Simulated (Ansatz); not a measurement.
Born–Oppenheimer molecular dynamics of Cl₃H₃OSn (8 atoms, charge 0, multiplicity 1). It starts at the highest image of a converged band. Of that band: Neighbouring images differ by up to 1.8 eV, so the band resolves the path poorly. A vibrational analysis at the climbing image gives 2 clearly imaginary modes (1496i, 108i cm⁻¹): a point of higher order. A lower path may pass nearby, or the ends, which weren't checked, may share the extra mode.

Method: RKS BHLYP/def2-SVP (Ansatz).

| Item | Value |
| --- | --- |
| ensemble | NVE (velocity Verlet) |
| time step | 0.5 fs |
| steps asked | 200 |
| starting velocities drawn for | 300 K |
| seed | 7340 |

First frame:

```xyz
8
Properties=species:S:1:pos:R:3
Sn -0.337 0.007 -0.206
H 0.012 0.006 1.793
Cl 2.001 0.005 -0.345
Cl -0.925 1.924 -1.377
Cl -0.913 -1.966 -1.304
O -1.985 -0.017 1.085
H -2.807 -0.508 0.999
H -0.942 -0.082 1.832
```

Task: How far do the bonds stretch over the last three quarters of this one trajectory? (Pairs bonded in most of those frames.)

Result: 
| bond | mean (Å) | spread (Å) | shortest | longest |
| --- | --- | --- | --- | --- |
| Sn1–Cl3 | 2.329 | 0.041 | 2.27 | 2.40 |
| Sn1–Cl4 | 2.314 | 0.008 | 2.30 | 2.32 |
| Sn1–Cl5 | 2.324 | 0.023 | 2.29 | 2.36 |
| Sn1–O6 | 1.950 | 0.088 | 1.84 | 2.10 |
| H2–H8 | 0.758 | 0.031 | 0.71 | 0.80 |
| O6–H7 | 0.964 | 0.029 | 0.92 | 1.01 |

Mean temperature of the second half: 1709 K. The conserved energy stayed within 0.27 meV per atom of its start (net change 0.12 meV per atom), so the integration is sound. The kinetic energy rose, since the run started high on the potential surface and went downhill. It ends in pieces (Cl3HOSn + H2), so much of that is their flight and rotation, not heat. A run of 0.1 ps of so small a system gives no equilibrium averages. The orbitals stay closed-shell, which can raise the energy where a bond breaks towards radicals; this wasn't checked here.

Run time: 5.1 min on 2 threads of AMD EPYC 9R45 96-Core Processor (Zen 5), with other jobs on the host, peak memory 0.31 GiB.
